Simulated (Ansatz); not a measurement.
A structure relaxed at PBE-D4/def2-SVP in Ansatz, charge -1, doublet:

```xyz
16

Ga   -1.647    1.345   -1.212
Ga    0.172    1.276    1.634
Ga    1.129    1.969   -2.246
Ga   -2.521   -0.140    1.446
Ga    2.779   -1.353   -0.149
Ga   -0.006   -1.972    0.935
S     1.632   -3.324    0.248
S     0.019    2.694   -0.079
S    -2.086   -2.316    1.783
S     1.540   -0.435    1.931
S     1.289   -0.445   -1.888
S    -1.641    1.306    2.948
S     4.684   -0.624   -0.710
S    -0.673   -0.900   -1.170
S    -3.638    0.824   -0.251
S    -1.033    2.096   -3.220
```

(1) Give its formula.

(2) Summarise the bond lengths by kind (pairs closer than 1.2 times the sum of covalent radii, bridged metal pairs left out).

## Answers

(1) the cluster Ga6S10⁻ (the lowest doublet isomer of a short search).

(2) 21 × Ga–S 2.12 to 2.59 Å; 1 × S–S 2.14 Å.

The structure comes from a short search, and lower isomers may exist.
